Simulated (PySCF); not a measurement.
**Two-component Hartree-Fock for Tc¹⁶⁺ (technetium, charge +16)**

Start: [Ar] 3d9; 3d3/2 filled at m_j = -3/2, -1/2, +1/2, +3/2; 3d5/2 filled at m_j = -3/2, -1/2, +1/2, +3/2, +5/2. Calculated with PySCF 2.14 in an even-tempered Gaussian basis (17 s from 1.5 bohr⁻², ratio 2.8; 13 p from 1.9 bohr⁻², ratio 2.8; 8 d from 1.9 bohr⁻², ratio 2.8; 4 f from 9.9 bohr⁻², ratio 3): generalised Hartree-Fock with the X2C-1e Hamiltonian and a Gaussian nucleus; one run each with spin-orbit coupling (SO) switched off, then screened by Boettger's factors.

```
spinor shell  electrons  ε, spin-free (eV)  ε, screened SO (eV)  weight of nominal j (screened SO)  rms radius, screened SO (bohr)
       1s1/2          2           -21579.4             -21578.2                              1.000                          0.0394
       2s1/2          2            -3505.7              -3505.2                              1.000                           0.162
       2p1/2          2            -3175.5              -3258.2                              1.000                           0.141
       2p3/2          4            -3175.5              -3136.6                              1.000                           0.145
       3s1/2          2            -952.26              -952.14                              1.000                           0.436
       3p1/2          2            -840.33              -857.08                              0.992                           0.430
       3p3/2          4            -840.33              -832.39                              0.996                           0.440
       3d3/2          4            -665.48              -668.62                              0.944                           0.413
       3d5/2          5            -665.48              -663.14                              0.955                           0.416
```

| quantity | spin-free | screened SO |
| --- | --- | --- |
| E (hartree) | -4180.08987 | -4180.69611 |
| M_J | 5/2 | 5/2 |
| ⟨J²⟩ | 8.751 | 8.751 |
| ⟨L²⟩ | 6.001 | 6.007 |
| ⟨S²⟩ | 0.750 | 0.756 |

Each row is a mean over spinors that exchange with the open shell spreads, by up to 14.163 eV (3p3/2).

Breit and QED terms are absent; they matter most for the inner s and p1/2 levels.

Densities and radii are taken from the X2C orbitals without a picture-change correction, which distorts them close to the nucleus.

Without spin-orbit coupling the j labels of p, d and f shells carry no meaning; the spin-free column gives the mean over the occupied spinors of each nl shell.
